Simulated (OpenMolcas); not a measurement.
Rh2+ among 4 point charges of -2 e arranged as a tetrahedron (Td).

```
Program             : OpenMolcas 26.06
Method              : CASSCF
Basis               : ANO-RCC-VTZP [7s6p4d2f1g]
Scalar Hamiltonian  : DKH2, point nucleus
Active space        : 7 electrons in 5 orbitals (4d)
State averaging     : 2S+1 = 4 even, 10 roots; 2S+1 = 2 even, 40 roots
Spin-orbit coupling : RASSI with atomic mean-field integrals over the reference wave functions
```

All point charges move together. At R = 2.01 Å the first state of the same spin is 2850 cm-1, and at R = 2.21 Å it is 2147 cm-1.

Question: A third run gives 2460 cm-1. What distance was it run at?

Answer: With a power law R^-n the two known points give n = -ln(2147 / 2850) / ln(2.21 / 2.01) = 2.99. Then R = 2.01 × (2850 / 2460)^(1/2.99) = 2.111 Å. The run was at 2.12 Å, so the estimate is off by -0.009 Å.

Without dynamic correlation the repulsion within the d shell is too large (B by tens of per cent), so at a given field states of lower spin stand too high. The ground term spreads over less than 5000 cm-1, several times less than with real ligands, so orbital moments are less quenched and χT lies further from the spin-only value than at real sites. This is an electrostatic model: the charges have no orbitals. No measured value stands beside these numbers.
